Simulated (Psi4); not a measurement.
Psi4 input (wB97X-D/6-31G*):

```
memory 1500 MB

molecule {
0 3
F    -0.00000000   -0.00000000   -1.19889826
B     0.00000000    0.00000000    0.08714772
O     0.00000000    0.00000000    1.29429322
symmetry c1
no_reorient
no_com
}

set {
  basis 6-31G*
  reference uks
  scf_type pk
  dft_radial_points 99
  dft_spherical_points 590
  e_convergence 1e-8
  d_convergence 1e-7
  maxiter 150
}

e = energy('wb97x-d')
print_out(f'\nFINAL {e:.10f} DIPOLE {variable("CURRENT DIPOLE")[0]:.6f} {variable("CURRENT DIPOLE")[1]:.6f} {variable("CURRENT DIPOLE")[2]:.6f}\n')
```

Output:

```
   => Loading Basis Set <=

    Name: 6-31G*
    Role: ORBITAL
    Keyword: BASIS
    atoms 1 entry F          line   162 file 6-31gs.gbs
    atoms 2 entry B          line    94 file 6-31gs.gbs
    atoms 3 entry O          line   145 file 6-31gs.gbs

   => WB97X-D: Empirical Dispersion <=

    Chai and Head-Gordon Dispersion Correction
    Chai, J.-D.; Head-Gordon, M. (2010), J. Chem. Phys., 132: 6615-6620

        s6 =       1.000000

         ---------------------------------------------------------
                                   SCF
               by Justin Turney, Rob Parrish, Andy Simmonett
                          and Daniel G. A. Smith
                              UKS Reference
         ---------------------------------------------------------

  ==> Geometry <==

    Molecular point group: c1
    Full point group: C_inf_v

    Geometry (in Angstrom), charge = 0, multiplicity = 3:

       Center              X                  Y                   Z               Mass
    ------------   -----------------  -----------------  -----------------  -----------------
         F            0.000000000000     0.000000000000    -1.198898260000    18.998403162730
         B            0.000000000000     0.000000000000     0.087147720000    11.009305360000
         O            0.000000000000     0.000000000000     1.294293220000    15.994914619570

  Running in c1 symmetry.

  Rotational constants: A = ************  B =      0.31111  C =      0.31111 [cm^-1]
  Rotational constants: A = ************  B =   9326.79652  C =   9326.79652 [MHz]
  Nuclear repulsion =   51.333175763742005

  Charge       = 0
  Multiplicity = 3
  Electrons    = 22
  Nalpha       = 12
  Nbeta        = 10

  ==> Algorithm <==

  SCF Algorithm Type is PK.
  DIIS enabled.
  MOM disabled.
  Fractional occupation disabled.
  Guess Type is SAD.
  Energy threshold   = 1.00e-08
  Density threshold  = 1.00e-07
  Integral threshold = 1.00e-12

  ==> Primary Basis <==

  Basis Set: 6-31G*
    Blend: 6-31G*
    Number of shells: 18
    Number of basis functions: 45
    Number of Cartesian functions: 45
    Spherical Harmonics?: false
    Max angular momentum: 2

  ==> DFT Potential <==

   => LibXC <=

    Version 7.1.2
    S. Lehtola, C. Steigemann, M. J. T. Oliveira, and M. A. L. Marques,  SoftwareX 7, 1–5 (2018) (10.1016/j.softx.2017.11.002)

   => Composite Functional: WB97X-D <=

    wB97X-D Hyb-GGA Exchange-Correlation Functional

    J.-D. Chai and M. Head-Gordon,  Phys. Chem. Chem. Phys. 10, 6615–6620 (2008) (10.1039/B810189B)

    Deriv               =              1
    GGA                 =           TRUE
    Meta                =          FALSE

    Exchange Hybrid     =           TRUE
    MP2 Hybrid          =          FALSE

   => Exchange-Correlation Functionals <=

    1.0000   wB97X-D range-separated functional

   => Exact (HF) Exchange <=

    0.7780            HF,LR [omega = 0.2000]
    0.2220               HF

   => LibXC Density Thresholds  <==

    XC_HYB_GGA_XC_WB97X_D:  1.00E-14

   => Molecular Quadrature <=

    Radial Scheme          =       TREUTLER
    Pruning Scheme         =           NONE
    Nuclear Scheme         =       TREUTLER

    Blocking Scheme        =         OCTREE
    BS radius alpha        =              1
    Pruning alpha          =              1
    Radial Points          =             99
    Spherical Points       =            590
    Total Points           =         166530
    Total Blocks           =           1291
    Max Points             =            256
    Max Functions          =             44
    Weights Tolerance      =       1.00E-15

  ==> Integral Setup <==

  Using in-core PK algorithm.
   Calculation information:
      Number of atoms:                   3
      Number of AO shells:              18
      Number of primitives:             45
      Number of atomic orbitals:        45
      Number of basis functions:        45

      Integral cutoff                 1.00e-12
      Number of threads:                 1

  Performing in-core PK
  Using 1608390 doubles for integral storage.
  We computed 14406 shell quartets total.
  Whereas there are 14706 unique shell quartets.

  Computing range-separated integrals for PK
  We computed 14406 wK shell quartets total.
  Whereas there are 14706 wK unique shell quartets.

  ==> DiskJK: Disk-Based J/K Matrices <==

    J tasked:                  Yes
    K tasked:                  Yes
    wK tasked:                 Yes
    Omega:               2.000E-01
    Schwarz Cutoff:          1E-12


  Cached 100.0% of DFT collocation blocks in 0.196 [GiB].

  Minimum eigenvalue in the overlap matrix is 4.5401822249E-03.
  Reciprocal condition number of the overlap matrix is 8.0187736372E-04.
    Using symmetric orthogonalization.

  ==> Pre-Iterations <==

  SCF Guess: Superposition of Atomic Densities via on-the-fly atomic UHF (no occupation information).

   -------------------------
    Irrep   Nso     Nmo
   -------------------------
     A         45      45
   -------------------------
    Total      45      45
   -------------------------

  ==> Iterations <==

                        Total Energy        Delta E     RMS |[F,P]|

   @UKS iter SAD:  -199.18660722352422   -1.99187e+02   0.00000e+00
   @UKS iter   1:  -199.53870144976298   -3.52094e-01   8.24845e-03 ADIIS/DIIS
   @UKS iter   2:  -199.55373027728811   -1.50288e-02   8.25118e-03 ADIIS/DIIS
   @UKS iter   3:  -199.60461077206412   -5.08805e-02   8.70666e-04 ADIIS/DIIS
   @UKS iter   4:  -199.60686190277985   -2.25113e-03   8.05498e-04 ADIIS/DIIS
   @UKS iter   5:  -199.60804925342640   -1.18735e-03   2.56594e-04 ADIIS/DIIS
   @UKS iter   6:  -199.60866336212902   -6.14109e-04   1.77460e-04 ADIIS/DIIS
   @UKS iter   7:  -199.60913050205787   -4.67140e-04   1.77703e-04 ADIIS/DIIS
   @UKS iter   8:  -199.60904430426814    8.61978e-05   1.74847e-04 ADIIS/DIIS
   @UKS iter   9:  -199.60753984060625    1.50446e-03   7.33587e-05 DIIS
   @UKS iter  10:  -199.60746515944442    7.46812e-05   2.52066e-05 DIIS
   @UKS iter  11:  -199.60746192164069    3.23780e-06   3.64415e-06 DIIS
   @UKS iter  12:  -199.60746191727787    4.36282e-09   1.11451e-06 DIIS
   @UKS iter  13:  -199.60746192006403   -2.78615e-09   2.39772e-07 DIIS
   @UKS iter  14:  -199.60746192017149   -1.07462e-10   8.07415e-08 DIIS
  Energy and wave function converged.

  ==> Post-Iterations <==

   Electrons on quadrature grid:
      Nalpha   =   11.9999999846 ; deviation = -1.537e-08
      Nbeta    =    9.9999999784 ; deviation = -2.158e-08
      Ntotal   =   21.9999999631 ; deviation = -3.695e-08

   @Spin Contamination Metric:   4.257227474E-03
   @S^2 Expected:                2.000000000E+00
   @S^2 Observed:                2.004257227E+00
   @S   Expected:                1.000000000E+00
   @S   Observed:                1.000000000E+00

    Orbital Energies [Eh]
    ---------------------

    Alpha Occupied:

       1A    -24.870285     2A    -19.380923     3A     -6.925582
       4A     -1.349356     5A     -1.212849     6A     -0.659507
       7A     -0.611279     8A     -0.605001     9A     -0.591095
      10A     -0.552851    11A     -0.525582    12A     -0.114147

    Alpha Virtual:

      13A      0.084919    14A      0.115671    15A      0.357555
      16A      0.459861    17A      0.473271    18A      0.602041
      19A      0.871454    20A      0.963072    21A      0.963313
      22A      0.995001    23A      1.218859    24A      1.221835
      25A      1.231278    26A      1.302500    27A      1.314097
      28A      1.404395    29A      1.416477    30A      1.452966
      31A      1.811401    32A      1.812111    33A      1.909966
      34A      1.999009    35A      2.001494    36A      2.129300
      37A      2.155034    38A      2.435550    39A      2.859813
      40A      2.879679    41A      3.100030    42A      3.378520
      43A      3.785589    44A      3.964422    45A      4.708748

    Beta Occupied:

       1A    -24.865744     2A    -19.357574     3A     -6.918285
       4A     -1.338674     5A     -1.131891     6A     -0.648304
       7A     -0.565979     8A     -0.561879     9A     -0.557601
      10A     -0.471024

    Beta Virtual:

      11A     -0.193414    12A      0.117799    13A      0.168035
      14A      0.169921    15A      0.361723    16A      0.494288
      17A      0.509617    18A      0.636290    19A      0.890172
      20A      0.988187    21A      1.022537    22A      1.036324
      23A      1.234403    24A      1.284958    25A      1.286951
      26A      1.327559    27A      1.345796    28A      1.424188
      29A      1.436051    30A      1.466326    31A      1.854259
      32A      1.854852    33A      1.915696    34A      2.033271
      35A      2.034519    36A      2.162621    37A      2.177332
      38A      2.470102    39A      2.891209    40A      2.913260
      41A      3.123394    42A      3.396886    43A      3.819571
      44A      4.001843    45A      4.717927

    Final Occupation by Irrep:
              A
    DOCC [    10 ]
    SOCC [     2 ]
    NA   [    12 ]
    NB   [    10 ]

  @UKS Final Energy:  -199.60746192017149

   => Energetics <=

    Nuclear Repulsion Energy =             51.3331757637420054
    One-Electron Energy =                -376.9313560721227532
    Two-Electron Energy =                 142.2743908372405031
    DFT Exchange-Correlation Energy =     -16.2835760723642480
    Empirical Dispersion Energy =          -0.0000963766670247
    VV10 Nonlocal Energy =                  0.0000000000000000
    Total Energy =                       -199.6074619201714881

  UHF NO Occupations:
  HONO-2 :   10  A 1.9991013
  HONO-1 :   11  A 1.0000000
  HONO-0 :   12  A 1.0000000
  LUNO+0 :   13  A 0.0008987
  LUNO+1 :   14  A 0.0005225
  LUNO+2 :   15  A 0.0003448
  LUNO+3 :   16  A 0.0001865

Computation Completed

Properties will be evaluated at   0.000000,   0.000000,   0.000000 [a0]

Properties computed using the SCF density matrix

 Multipole Moments:

 ------------------------------------------------------------------------------------
     Multipole            Electronic (a.u.)      Nuclear  (a.u.)        Total (a.u.)
 ------------------------------------------------------------------------------------

 L = 1.  Multiply by 2.5417464519 to convert [e a0] to [Debye]
 Dipole X            :          0.0000000            0.0000000            0.0000000
 Dipole Y            :          0.0000000            0.0000000            0.0000000
 Dipole Z            :          0.0555521            0.0000000            0.0555521
 Magnitude           :                                                    0.0555521

 ------------------------------------------------------------------------------------

FINAL -199.6074619202 DIPOLE 0.000000 0.000000 0.055552

*** Psi4 exiting successfully. Buy a developer a beer!
```
